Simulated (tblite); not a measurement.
Isophosphinoline, C₉H₇P.
InChI=1S/C9H7P/c1-2-4-9-7-10-6-5-8(9)3-1/h1-7H

Computed with GFN2-xTB (tblite): harmonic, unscaled wavenumbers at the GFN2-xTB geometry, gas phase. The method is semi-empirical: single wavenumbers can be off by several per cent or more.

Harmonic wavenumbers (cm⁻¹): 120.7, 143.3, 297.5, 326.1, 360.8, 396.2, 432.2, 467.7, 531.4, 558.5, 677.1, 696.8, 736.6, 759.8, 800.3, 805.1, 820.4, 865.4, 875.5, 911.8, 919.6, 927.5, 987.2, 1085.8, 1141.9, 1177.3, 1182.3, 1201.3, 1222.4, 1274.1, 1322.5, 1361.1, 1397.0, 1417.9, 1459.2, 1516.8, 1565.7, 1605.9, 3027.3, 3030.1, 3043.9, 3068.3, 3069.7, 3080.6, 3091.0.

A = 2851, B = 920.2, C = 695.6 MHz; mass 146.029 u (most abundant isotopes); point group Cs, symmetry number 1.

Q: What is the zero-point energy?

A: Half the sum of the wavenumbers: 27880 cm⁻¹ = 333.52 kJ/mol.

Q: Give the ideal-gas entropy at 273.15 K and 1 bar in the rigid-rotor, harmonic-oscillator model (classical rotation).

A: Translation 169.19, rotation 122.57, vibration 59.62: S = 351.4 J/(mol K).

Q: And Cp and H(273.15 K) − H(0)?

A: Cp = 128.01 J/(mol K), of which vibrations give 94.76 (their classical limit is 45 R = 374.2); H(273.15 K) − H(0) = 19.39 kJ/mol without the zero-point energy, 10.30 from vibrations.

Q: Blend soft modes into free rotors: weight 1/[1 + (100 cm⁻¹/ν̃)⁴] for the oscillator and the rest for a rotor with moment μB/(μ + B), μ = h/(8π²ν), B = 10⁻⁴⁴ kg m². What vibrational entropy results?

A: 59.10 J/(mol K) in place of 59.62, which changes −T·S at 273.15 K by +0.14 kJ/mol.

Q: Which modes carry the vibrational entropy at 273.15 K?

A: 120.7 cm⁻¹: 12.22; 143.3 cm⁻¹: 10.85; 297.5 cm⁻¹: 5.38; 326.1 cm⁻¹: 4.77; 360.8 cm⁻¹: 4.12; 396.2 cm⁻¹: 3.56 J/(mol K); the other 39 give 18.72 together.

Q: What must be added to the electronic energy to get the Gibbs energy at 273.15 K and 1 bar?

A: ZPE + [H(273.15 K) − H(0)] − T·S = 333.52 + 19.39 − 95.98 = 256.93 kJ/mol.

Hindered rotation and anharmonicity are outside this model.
